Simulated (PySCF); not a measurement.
Fine-structure interval of Ba¹⁹⁺ by level of theory

Ba¹⁹⁺ [Kr] 4d1 [4d3/2^1, M_J = 3/2] → Ba¹⁹⁺ [Kr] 4d1 [4d5/2^1, M_J = 5/2], as a difference of total energies. Computed with PySCF 2.14 in an uncontracted even-tempered set (18 s from 1.2 bohr⁻², ratio 2.8; 14 p from 1.5 bohr⁻², ratio 2.8; 9 d from 1.5 bohr⁻², ratio 2.8; 4 f from 5.3 bohr⁻², ratio 3), with the two-component X2C-1e Hamiltonian. Correlated levels: [Ar] 3d10 frozen; the 94 highest virtual spinors dropped. "Screened" scales the spin-orbit matrix elements by Boettger's factors to mimic the two-electron term; Breit and QED terms are absent.

```tsv
method	fine-structure interval (cm⁻¹)
GHF (screened spin-orbit)	30542
GMP2 (screened spin-orbit)	30437
GHF (bare spin-orbit)	37186
```
